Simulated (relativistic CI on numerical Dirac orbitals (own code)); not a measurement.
## Transition arrays of Er25+

Method of calculation: Dirac-Coulomb-Breit CI, orbitals from a KLI potential per configuration, a model potential for QED, valence Slater integrals scaled by 0.9, whole transition arrays (own radial code, finite nucleus).

Configuration list (outside the closed core [Ar] 3d10 4s2): 4p6 4d7, 4p6 4d6 4f, 4p5 4d8, 4p6 4d6 5p, 4p6 4d6 5f. Levels of other configurations are missing.

All E1 lines from the levels of 4p6 4d7; mean and standard deviation are weighted by gf, and upper levels are sorted by their leading configuration.

| Upper configuration | Lines | Σgf | Mean (eV) | Mean (nm) | σ (eV) | Strongest line (nm) |
| --- | --- | --- | --- | --- | --- | --- |
| 4p6 4d6 4f | 2940 | 574.4 | 204.86 | 6.052 | 8.04 | 5.954 |
| 4p5 4d8 | 351 | 176.2 | 215.09 | 5.764 | 13.43 | 5.660 |
| 4p6 4d6 5p | 1718 | 81.9 | 334.69 | 3.704 | 5.99 | 3.695 |
| 4p6 4d6 5f | 2825 | 177.9 | 473.74 | 2.617 | 5.69 | 2.581 |

Σgf per state of the lower configuration in bins of 0.1 nm over the central range (centre: value): 2.55: 0.57, 2.65: 0.91, 3.55: 0.04, 3.65: 0.32, 3.75: 0.28, 3.85: 0.03, 5.45: 0.10, 5.55: 0.18, 5.65: 0.37, 5.75: 0.53, 5.85: 0.32, 5.95: 2.16, 6.05: 2.00, 6.15: 0.22, 6.35: 0.03, 6.75: 0.04.

How do configuration mixing and the scaling of the Slater integrals move the arrays?

Slater scale 0.9, no configuration mixing: 4p6 4d6 4f 200.6 ± 7.9 eV (Σgf 547.0), 4p5 4d8 181.1 ± 22.2 eV (Σgf 154.2), 4p6 4d6 5p 334.9 ± 6.0 eV (Σgf 93.0), 4p6 4d6 5f 473.7 ± 5.7 eV (Σgf 180.3); Slater scale 1: 4p6 4d6 4f 209.1 ± 8.6 eV (Σgf 619.7), 4p5 4d8 218.8 ± 14.0 eV (Σgf 145.2), 4p6 4d6 5p 334.8 ± 6.2 eV (Σgf 80.5), 4p6 4d6 5f 473.8 ± 5.9 eV (Σgf 178.1); Slater scale 0.8: 4p6 4d6 4f 201.1 ± 7.5 eV (Σgf 556.7), 4p5 4d8 211.3 ± 14.0 eV (Σgf 179.8), 4p6 4d6 5p 334.6 ± 5.8 eV (Σgf 83.3), 4p6 4d6 5f 473.7 ± 5.5 eV (Σgf 177.8). With mixing, levels are counted to their leading configuration, so an array can shrink or vanish into another, and the sums then hold other lines.
